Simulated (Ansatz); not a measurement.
Born–Oppenheimer molecular dynamics of Cl3FH2OSn (8 atoms, charge 0, multiplicity 1). It starts at the highest image of a converged band, a first-order saddle point between two minima.

The calculation used RKS PBE0/def2-SVP (Ansatz 0.2.0).

```json
{"ensemble": "NVE (velocity Verlet)", "time step": "0.5 fs", "steps asked": "200", "starting velocities drawn for": "100 K", "seed": "7490"}
```

First frame:

```xyz
8
Properties=species:S:1:pos:R:3
Sn 0.119 -0.232 -0.057
O 0.098 -0.084 2.031
H -0.742 0.055 2.487
Cl 2.150 0.316 -1.016
Cl -1.203 1.682 -0.346
Cl -1.186 -1.871 -1.055
F 1.090 -1.831 1.103
H 0.640 -1.160 1.910
```

(1) What does the run give?

(2) What happens to the structure?

(3) How do temperature and energy run in time?

Answers

(1) All steps were run.

```yaml
steps_done: 200
time_covered: 100 fs
mean_temperature_over_the_second_half: 172 K
spread_of_the_potential_energy_over_the_second_half: 1.0 meV per atom
mean_potential_energy_of_the_second_half_above_the_start: -7.0 meV per atom
```

The conserved energy stayed within 0.0035 meV per atom of its start (net change 0.0025 meV per atom), so the integration is sound. The system heated up, since it started high on the potential surface and ran downhill. A run of 0.1 ps of so small a system gives no equilibrium averages. The orbitals stay closed-shell, which can raise the energy where a bond breaks towards radicals; this wasn't checked here.

(2) The step under study would form Sn1–F7, O2–H8 and break Sn1–O2, F7–H8. These pairs go: Sn1–F7 2.20 → 2.89 Å, O2–H8 1.21 → 1.66 Å, Sn1–O2 2.09 → 1.97 Å, F7–H8 1.14 → 0.94 Å. In the last frame they stand as before the step (other bonds may differ from the relaxed reactants and products). It ends as Cl3HOSn + FH. Pairs count as bonded within 1.25 times the sum of covalent radii (0.12 Å more for H–H). Another seed would give other details.

(3) 
```csv
time (fs),T (K),potential energy less start (eV),conserved less start (meV/atom)
0.0,100,0.000,0.00
8.0,95,0.004,0.00
16.0,110,-0.008,0.00
24.0,151,-0.039,0.00
32.0,196,-0.074,0.00
40.0,220,-0.093,0.00
48.0,205,-0.081,0.00
56.0,181,-0.063,0.00
64.0,165,-0.050,0.00
72.0,158,-0.045,0.00
80.0,170,-0.054,0.00
88.0,179,-0.061,0.00
96.0,173,-0.057,0.00
```

Time of the run: 3.3 min on 4 threads of AMD EPYC 9R45 (Zen 5), with other jobs on the host, peak memory 0.35 GiB.
